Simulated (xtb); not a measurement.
xtb input (GFN2-xTB):

```bash
xtb mol.xyz --gfn 2 --sp --chrg -1 --uhf 0
```
mol.xyz:
```
10

Si     0.10447289    -0.70281868    -0.24812556
C      1.36866695     0.78789232     0.01153212
C     -1.48830673     0.19376434     0.49148243
H     -0.21077650    -0.38543233    -1.73180232
H      0.97139220     1.76116089    -0.30850024
H      2.30008238     0.60891432    -0.53879389
H      1.63941958     0.87418218     1.07118242
H     -2.39856398    -0.36820260     0.25054371
H     -1.62217908     1.22180930     0.12720042
H     -1.42415643     0.23708976     1.58584038
```

End of the output:

```
         :::::::::::::::::::::::::::::::::::::::::::::::::::::
         ::                     SUMMARY                     ::
         :::::::::::::::::::::::::::::::::::::::::::::::::::::
         :: total energy              -9.672865852009 Eh    ::
         :: gradient norm              0.032696706888 Eh/a0 ::
         :: HOMO-LUMO gap              3.766049685276 eV    ::
         ::.................................................::
         :: SCC energy                -9.787560827448 Eh    ::
         :: -> isotropic ES            0.113872320679 Eh    ::
         :: -> anisotropic ES          0.000172235331 Eh    ::
         :: -> anisotropic XC         -0.005629356623 Eh    ::
         :: -> dispersion             -0.006892579852 Eh    ::
         :: repulsion energy           0.114694975440 Eh    ::
         :: add. restraining           0.000000000000 Eh    ::
         :: total charge              -1.000000000000 e     ::
         :::::::::::::::::::::::::::::::::::::::::::::::::::::

           -------------------------------------------------
          |                Property Printout                |
           -------------------------------------------------

    * Orbital Energies and Occupations

         #    Occupation            Energy/Eh            Energy/eV
      -------------------------------------------------------------
         1        2.0000           -0.4179872             -11.3740
         2        2.0000           -0.3696850             -10.0596
         3        2.0000           -0.3339328              -9.0868
         4        2.0000           -0.2721553              -7.4057
         5        2.0000           -0.2697334              -7.3398
         6        2.0000           -0.2647465              -7.2041
         7        2.0000           -0.2595623              -7.0630
         8        2.0000           -0.1686168              -4.5883
         9        2.0000           -0.1601493              -4.3579
        10        2.0000           -0.0793255              -2.1586 (HOMO)
        11                          0.0590743               1.6075 (LUMO)
        12                          0.0691695               1.8822
        13                          0.2004461               5.4544
Note: The following floating-point exceptions are signalling: IEEE_UNDERFLOW_FLAG IEEE_DENORMAL
normal termination of xtb
        14                          0.2143428               5.8326
        15                          0.2439724               6.6388
        16                          0.3298967               8.9769
        17                          0.3805052              10.3541
        18                          0.3874696              10.5436
        19                          0.3970492              10.8043
        20                          0.4061328              11.0514
        21                          0.4245154              11.5517
       ...                                ...                  ...
        24                          0.7797239              21.2174
      -------------------------------------------------------------
                  HL-Gap            0.1383998 Eh            3.7660 eV
             Fermi-level           -0.0101256 Eh           -0.2755 eV

     #   Z          covCN         q      C6AA      α(0)
     1  14 Si       2.598     0.038   197.308    30.833
     2   6 C        3.630    -0.139    23.646     7.002
     3   6 C        3.630    -0.139    23.646     7.002
     4   1 H        0.880    -0.257    16.391     6.338
     5   1 H        0.923    -0.069     4.601     3.354
     6   1 H        0.924    -0.092     5.297     3.599
     7   1 H        0.924    -0.089     5.199     3.566
     8   1 H        0.924    -0.092     5.297     3.599
     9   1 H        0.923    -0.069     4.601     3.354
    10   1 H        0.924    -0.089     5.199     3.566

 Mol. C6AA /au·bohr⁶  :       1661.449348
 Mol. C8AA /au·bohr⁸  :      52270.987974
 Mol. α(0) /au        :         72.213857

Wiberg/Mayer (AO) data.
largest (>0.10) Wiberg bond orders for each atom

 ---------------------------------------------------------------------------
     #   Z sym  total        # sym  WBO       # sym  WBO       # sym  WBO
 ---------------------------------------------------------------------------
     1  14 Si   2.429 --     4 H    0.885     3 C    0.809     2 C    0.809
     2   6 C    3.866 --     6 H    1.007     7 H    1.007     5 H    0.997
                             1 Si   0.809
     3   6 C    3.866 --     8 H    1.007    10 H    1.007     9 H    0.997
                             1 Si   0.809
     4   1 H    0.934 --     1 Si   0.885
     5   1 H    0.995 --     2 C    0.997
     6   1 H    0.991 --     2 C    1.007
     7   1 H    0.992 --     2 C    1.007
     8   1 H    0.991 --     3 C    1.007
     9   1 H    0.995 --     3 C    0.997
    10   1 H    0.992 --     3 C    1.007
 ---------------------------------------------------------------------------

Topologies differ in total number of bonds
Writing topology from bond orders to xtbtopo.mol

molecular dipole:
                 x           y           z       tot (Debye)
 q only:        0.208      -0.742       0.317
   full:       -0.121       0.858       0.341       2.366
molecular quadrupole (traceless):
                xx          xy          yy          xz          yz          zz
 q only:       -5.030      -2.268       4.175       1.364      -1.238       0.855
  q+dip:       -2.386      -0.959       0.115       1.289      -2.100       2.271
   full:       -0.578       0.106      -1.561       0.572      -0.494       2.139

           -------------------------------------------------
          | TOTAL ENERGY               -9.672865852009 Eh   |
          | GRADIENT NORM               0.032696706888 Eh/α |
          | HOMO-LUMO GAP               3.766049685276 eV   |
           -------------------------------------------------

------------------------------------------------------------------------
------------------------------------------------------------------------
 total:
 SCF:
```

It need not be the lowest isomer of its formula. Whether it binds its extra electron was not tested at this geometry.
